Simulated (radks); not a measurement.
Ionisation of the iodine ion I42+, [Ne] 3s1, to [Ne] as the strength of local exchange is varied. Calculated with a radial shooting solver on a logarithmic mesh with Libxc functionals: scalar-relativistic Kohn-Sham, Slater X-alpha exchange (alpha = 2/3 is LDA exchange), no correlation, spin-polarised, spherical densities, point nucleus; open shells are filled with parallel spins first (spin-orbit coupling, left out, can overturn this in heavy ions).

alpha  E(I42+) (hartree)  exchange (hartree)  IE (eV)  -e of the level emptied (eV)  <r> of it (bohr)
0.602        -5446.53652           -78.13855   3182.2                   3146.5 (3s)            0.2762
0.667        -5455.01010           -86.66469   3189.3                   3154.5 (3s)            0.2758
0.719        -5461.79528           -93.49814   3195.0                   3160.8 (3s)            0.2755
0.759        -5467.01848           -98.76222   3199.4                   3165.8 (3s)            0.2753
0.792        -5471.33012          -103.11006   3203.0                   3169.8 (3s)            0.2751
0.889        -5484.01684          -115.91606   3213.7                   3181.7 (3s)            0.2745
1.049        -5504.98614          -137.12417   3231.4                   3201.5 (3s)            0.2736

NIST Atomic Spectra Database: 3185.5 eV (semi-empirical). The Delta-SCF value meets it near alpha = 0.63.
